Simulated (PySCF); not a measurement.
# A search over the determinants of NiO

Unrestricted PBE0; Ni def2-TZVP, O def2-TZVP; no relativity (PySCF 2.14). Outer shells of the fragments: Ni 3d8 4s2; O 2s2 2p4.

Followed along the bond (rough minima from three points):

| 2Ms+1 | unpaired | ⟨S²⟩ at the start | R at minimum (Å) | Te (eV) |
| --- | --- | --- | --- | --- |
| 3 | π ↑↑ | 2.04 | 1.62 | 0.00 |
| 3 | σ ↑, π ↑ | 2.01 | 1.67 | 0.34 |
| 1 | π ↑↓ | 1.01 | 1.67 | 0.39 |
| 1 | σ ↑, π ↓ | 1.03 | 1.71 | 0.49 |
| 1 | π ↓, δ ↑ | 1.02 | 1.76 | 0.71 |
| 1 | none | 0.76 | 1.77 | 0.79 |

Solutions found at the starting distance of 1.655 Å, counted from the lowest of them; the search is not exhaustive and high or unbound solutions are not listed, so other states can lie among these:

```json
{"2Ms+1": "3", "unpaired": "π ↑↑", "term": "³Σ⁻", "E (eV)": "0.00", "⟨S²⟩": "2.04", "⟨Lz²⟩": "0.00", "μ (D)": "-5.05"}
{"2Ms+1": "3", "unpaired": "σ ↑, π ↑", "term": "mixed", "E (eV)": "0.32", "⟨S²⟩": "2.01", "⟨Lz²⟩": "1.74", "μ (D)": "-5.21"}
{"2Ms+1": "1", "unpaired": "π ↑↓", "term": "mixed", "E (eV)": "0.37", "⟨S²⟩": "1.01", "⟨Lz²⟩": "2.03", "μ (D)": "-4.73"}
{"2Ms+1": "1", "unpaired": "σ ↑, π ↓", "term": "mixed", "E (eV)": "0.49", "⟨S²⟩": "1.03", "⟨Lz²⟩": "1.36", "μ (D)": "-4.84"}
{"2Ms+1": "1", "unpaired": "π ↓, δ ↑", "term": "mixed", "E (eV)": "0.78", "⟨S²⟩": "1.02", "⟨Lz²⟩": "5.01", "μ (D)": "-4.33"}
{"2Ms+1": "1", "unpaired": "π ↓, δ ↑", "term": "mixed", "E (eV)": "0.78", "⟨S²⟩": "1.02", "⟨Lz²⟩": "4.51", "μ (D)": "-4.35"}
{"2Ms+1": "1", "unpaired": "none", "term": "mixed", "E (eV)": "0.88", "⟨S²⟩": "0.76", "⟨Lz²⟩": "2.05", "μ (D)": "-4.36"}
{"2Ms+1": "5", "unpaired": "σ ↑↑, π ↑↑", "term": "not assigned", "E (eV)": "1.22", "⟨S²⟩": "6.01", "⟨Lz²⟩": "1.15", "μ (D)": "-1.14"}
{"2Ms+1": "3", "unpaired": "π ↑↑", "term": "mixed", "E (eV)": "1.61", "⟨S²⟩": "2.08", "⟨Lz²⟩": "2.07", "μ (D)": "-4.07"}
{"2Ms+1": "5", "unpaired": "σ ↑↑, π ↑, δ ↑", "term": "mixed", "E (eV)": "1.68", "⟨S²⟩": "6.01", "⟨Lz²⟩": "5.01", "μ (D)": "-1.86"}
```

A term symbol is given only where ⟨S²⟩ and ⟨Lz²⟩ are close to those of a pure state; real π, δ and φ orbitals otherwise mix terms. A positive dipole means Ni(−)O(+).

The state is the lowest single determinant that the PBE0 search found; with open d or f shells the true ground state can be another one.
